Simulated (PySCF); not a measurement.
Isomers of C4H11NOSi2, from PBE0-D3(BJ)/def2-SVP geometry optimisation, gas phase in PySCF 2.14.0. One conformer each, no zero-point energy, no frequencies.

Problem. Which is lowest in electronic energy at this level?
A. `[CH3:1][C:2](=[O:3])[NH:4][SiH:5]1[CH2:6][SiH2:7][CH2:8]1` with C1–C2–N4–Si5 180°, C2–N4–Si5–C6 168°, N4–Si5–C6–Si7 -95°, Si5–C6–Si7–C8 -17°, C6–Si7–C8–Si5 17°, N4–Si5–C8–Si7 90°: A = 2998, B = 801.9, C = 781.2 MHz, dipole 3.06 D
B. `[CH3:1][C:2](=[O:3])[NH:4][CH:5]1[SiH2:6][CH2:7][SiH2:8]1` with C1–C2–N4–C5 -179°, C2–N4–C5–Si6 19°, N4–C5–Si6–C7 155°, C5–Si6–C7–Si8 -24°, Si6–C7–Si8–C5 25°, N4–C5–Si8–C7 -147°: A = 2989, B = 931.8, C = 753.3 MHz, dipole 3.44 D
C. `[CH3:1][C@@H:2]1[SiH2:3][C@@H:4]([CH:5]=[O:6])[Si@H:7]1[NH2:8]` with Si3–C4–C5–O6 60°, C4–Si7–N8–H -154° and 57°, C1–C2–Si3–C4 -145°, C2–Si3–C4–C5 -92°, Si3–C4–Si7–N8 -143°, C1–C2–Si7–C4 145°: A = 1793, B = 1352, C = 969.9 MHz, dipole 1.48 D

Solution. A. That is `CC(=O)N[SiH]1C[SiH2]C1`, 18.1 kcal/mol below the next.

| SMILES | mapped SMILES | E (Eh) | relative (kcal/mol) | relative (kJ/mol) | dipole (D) |
| --- | --- | --- | --- | --- | --- |
| CC(=O)N[SiH]1C[SiH2]C1 | [CH3:1][C:2](=[O:3])[NH:4][SiH:5]1[CH2:6][SiH2:7][CH2:8]1 | -867.11322 | 0.0 | 0.0 | 3.06 |
| C[C@@H]1[SiH2][C@@H](C=O)[Si@H]1N | [CH3:1][C@@H:2]1[SiH2:3][C@@H:4]([CH:5]=[O:6])[Si@H:7]1[NH2:8] | -867.08442 | 18.1 | 75.6 | 1.48 |
| CC(=O)NC1[SiH2]C[SiH2]1 | [CH3:1][C:2](=[O:3])[NH:4][CH:5]1[SiH2:6][CH2:7][SiH2:8]1 | -867.07496 | 24.0 | 100.5 | 3.44 |
